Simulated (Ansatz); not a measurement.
**Ligand exchange: C2H2Cl4 + C2H2Cl2Si → C2H3Cl3 + C2HCl3Si**

Gas-phase species: C2H2Cl4 (1,1,2,2-tetrachloroethane) `ClC(Cl)C(Cl)Cl`, singlet; C2H2Cl2Si `C#C[SiH](Cl)Cl`, singlet; C2H3Cl3 (1,1,2-trichloroethane) `ClCC(Cl)Cl`, singlet; C2HCl3Si `C#C[Si](Cl)(Cl)Cl`, singlet. The partners trade Cl for H: C–Cl and Si–H bonds give way to C–H and Si–Cl.

Shapes, held fixed at every level: PBE0-D4/def2-TZVP. Flexible molecules stand in one conformer, not always the lowest. Programs: Ansatz 0.2.0. The zero-point and thermal change to 298 K, harmonic and unscaled (PBE0-D4/def2-TZVP), is +8.3 kJ/mol.

```csv
level,kind,ΔH(298 K) (kJ/mol),less CCSD(T)/CBS estimate
SPW92/def2-TZVPP,LDA,-157.4,+8.9
B3LYP-D4/def2-TZVPP,global hybrid,-168.3,-2.0
BHLYP-D4/def2-TZVPP,global hybrid,-175.4,-9.1
r2SCAN0-D4/def2-TZVPP,global hybrid,-174.6,-8.3
MP2/def2-SVP,perturbation theory,-163.9,+2.4
CCSD(T)/def2-SVP,coupled cluster or CI,-160.0,+6.3
CCSD/def2-SVP,coupled cluster or CI,-163.0,+3.3
CCSD(T)/CBS estimate,coupled cluster or CI,-166.3,0.0
```

The highest level, CCSD(T)/CBS estimate, gives ΔH(298 K) = -166.3 kJ/mol; the levels span -175.4 to -157.4. The column of differences is taken from that level and isn't an error. No measured value is set beside it here. The CBS estimate extrapolates MP2 from def2-TZVPP and def2-QZVPP and adds CCSD(T) − MP2 in the triple-zeta set, cores frozen.
